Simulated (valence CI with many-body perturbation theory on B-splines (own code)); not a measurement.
## Hyperfine factors and g values of S9+

Calculated by valence CI with perturbative core correlation (CI+MBPT): five valence electrons over a frozen Dirac-Fock core [He], radial functions for each j: 11 s, 11 p, 10 d, 8 f, 5 g, 2 h, with the one-electron correlation potential Σ1, the two-electron term Σ2, the three-electron term Σ3, Breit, model QED; selected CI, second order for the rest, scaled by the run's own slope (own B-spline code, finite nucleus).

No measured levels were compared; by estimate levels of excited configurations hold to 0.05 to 0.15 % of their energy, terms of the ground configuration to about 0.5 %. Among the levels kept, up to 5000 cm⁻¹ of a level comes from second order outside the variational space, and about a tenth of that is noise between levels of different J, which matters for small intervals.

A/g_I is the dipole constant over the nuclear g factor μ/I (μ in nuclear magnetons, uniformly magnetised nucleus), B/Q the quadrupole constant per barn. Both hold the static response of the core; the bare values leave it out. Large factors of s and p1/2 electrons are usually good to 5 to 10 %; those of open d and f shells near neutrality can be off by tens of per cent, and small factors of p3/2, d and f electrons come from cancelling terms and can be off by a factor of two or in sign, in half-filled shells by more. B is blank for J = 1/2, where it vanishes, and for nearly pure S terms. Energies count from the lowest level.

Letters in brackets count levels of one name in rising energy.

```tsv
Level	E (cm⁻¹)	g	A/g_I (MHz)	A/g_I bare	B/Q (MHz/b)	B/Q bare
2s2.2p3 4S°_3/2	0	1.998	50.9	1470		
2s2.2p3 2D°_3/2	82731	0.818	5790	5610	4460	4500
2s2.2p3 2D°_5/2	83858	1.199	9290	9550	-143	-144
2s2.2p3 2P°_1/2	127380	0.664	26200	25500		
2s2.2p3 2P°_3/2	129200	1.316	5110	5590	-4590	-4630
2s.2p4 4P_5/2	378560	1.600	21700	21700	9080	9160
2s.2p4 4P_3/2	385480	1.734	20200	20300	-7230	-7290
2s.2p4 4P_1/2	389020	2.668	43200	43300		
2s.2p4 2D_3/2	521190	0.800	-6590	-5810	-12800	-12900
2s.2p4 2D_5/2	521290	1.200	25500	24700	-18300	-18400
2s.2p4 2S_1/2	609490	1.962	85800	82100		
2s.2p4 2P_3/2	637540	1.332	-2720	-1470	8990	9070
2s.2p4 2P_1/2	646360	0.706	17800	16400		
2p5 2P°_3/2	991770	1.333	4080	4920	-8740	-8810
2p5 2P°_1/2	1002900	0.664	26300	25300		
2s2.2p2.3s 4P_1/2	2087500	2.648	10400	11300		
2s2.2p2.3s 4P_3/2	2092100	1.730	5260	5790	7600	7660
2s2.2p2.3s 4P_5/2	2098300	1.597	9580	10000	-9530	-9600
2s2.2p2.3s 2P_1/2	2112600	0.688	3590	3260		
2s2.2p2.3s 2P_3/2	2120100	1.326	5850	6650	-9180	-9260
2s2.2p2.3s 2D_5/2	2160400	1.203	12000	11800	19000	19200
2s2.2p2.3s 2D_3/2	2160700	0.809	7020	7190	13100	13200
2s2.2p2.3p 2S°_1/2	2182800	1.974	-600	1250		
2s2.2p2.3p 4D°_1/2	2191600	0.057	6950	5970		
2s2.2p2.3p 4D°_3/2	2194000	1.221	2670	2930	2370	2380
2s2.2p2.3p 4D°_5/2	2198400	1.379	2410	2840	1990	2010
2s2.2p2.3p 4D°_7/2	2204000	1.426	4440	4900	-7290	-7350
2s2.2p2.3p 4P°_1/2	2204300	2.621	-4700	-2900		
2s2.2p2.3p 4P°_3/2	2205200	1.687	3600	4340	-5020	-5060
2s2.2p2.3p 4P°_5/2	2208900	1.557	3960	4590	-1080	-1080
2s2.2p2.3p 2D°_3/2 [a]	2217100	0.830	8750	8460	-3370	-3400
2s2.2p2.3p 2D°_5/2 [a]	2225200	1.229	5500	5820	-2960	-2990
2s2.2p2.3p 4S°_3/2	2226400	1.988	4440	5470		
2s2.2p2.3s 2S_1/2	2227400	2.001	21300	20500		
2s2.2p2.3p 2P°_3/2 [a]	2236100	1.335	5490	5990	3290	3320
2s2.2p2.3p 2P°_1/2 [a]	2236300	0.679	8470	8080		
2s2.2p2.3p 2F°_5/2	2268400	0.863	8470	8410	17100	17300
2s2.2p2.3p 2F°_7/2	2270500	1.145	5990	6050	21200	21400
2s.2p3.3s 6S°_5/2	2274800	2.001	22000	22300		
2s2.2p2.3p 2D°_3/2 [b]	2289700	0.826	6530	6460	6430	6480
```

(1) Take the isotope of mass number 33, with I = 3/2, μ = 0.64325 μN and Q = -0.0694 b. What is the hyperfine structure of 2s2.2p3 2P°_1/2?

Answers

(1) From the table A = 11200 MHz. Shifts from the centre of gravity in MHz: F = 1: -14000, F = 2: 8400.
